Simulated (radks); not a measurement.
Problem. Successive ionisation energies (eV) of one element, from differences of total energies of ions in their ground configurations, starting at charge 44: 7540.7, 7769.7, 8000.2, 8231.6, 8462.8, 8786.9, 8966.2, 37341, 38079. Method: non-relativistic Kohn-Sham, LDA (Slater exchange, Perdew-Wang correlation), spin-unpolarised, spherical densities, point nucleus; relativity is left out, which matters for an element this heavy; computed with a radial shooting solver on a logarithmic mesh with Libxc functionals. Which element is it?

Solution. Iodine (Z = 53). The first species listed is I44+ in [He] 2s2 2p5, the last I52+ in 1s1.
